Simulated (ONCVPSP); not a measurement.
Before and after: ONCV potential for Mg

Mg (Z = 12), optimised norm-conserving Vanderbilt (ONCV), made with ONCVPSP 4.0.1 (LDA (Perdew-Wang 92), scalar-relativistic). Core [He], reference 2s2 2p6 3s2. Waves: 2s+3s: rc 1.00 bohr, ncon 4, nbas 9, qcut 13.4 1/bohr, 2 projectors; 2p: rc 1.05 bohr, ncon 4, nbas 7, qcut 13.6 1/bohr, 1 projector. Local part: polynomial inside 0.65 bohr (lpopt 3, dvloc0 0 Ha). Core correction: none.

Change: p: rc 1.16.

Cutoffs: the cutoffs (Ha) at which the residual kinetic energy of the hardest occupied pseudo-wave falls to 1 and 0.1 mHa per electron; they do not see the model core or the augmentation charge, which bear on the density cutoff. Errors are all-electron minus pseudo energies relative to the spin-unpolarised reference configuration.

Problem. How do hardness, ghosts and transferability respond?

Solution. The potential gets softer (70 Ha and 80 Ha → 64 Ha and 74 Ha); of the 4 tests that both files solve, the error grows in 1 and shrinks in 0 by more than 15 % and 0.3 meV (median size 0.5 → 0.6 meV); neither file shows a bound ghost. A larger radius leaves more room for a smooth pseudo-wave, so fewer plane waves are needed.

```csv
quantity,base,changed
"cutoff, loose",70 Ha,64 Ha
"cutoff, tight",80 Ha,74 Ha
loose cutoff by channel,"s 50 Ha, p 70 Ha","s 50 Ha, p 64 Ha"
bound ghosts,none,none
GHOST(+) flags under 300 eV,none,none
"error for 2s2 2p6 3s1, meV [ΔE 8.07 eV]",-0.1,-0.2
"error for 2s2 2p6 3s0, meV [ΔE 23.11 eV]",-0.9,-1.1
"error for 2s2 2p6 3s1.5, meV [ΔE 3.19 eV]",0.0,0.0
"error for 2s2 2p6 3s0 3p2, meV [ΔE 7.27 eV]",-45,-63
s: phases at 1.02 bohr within 0.05 rad from the reference energy up to (Ha; the scan ends near 5),to the end of the scan,to the end of the scan
```
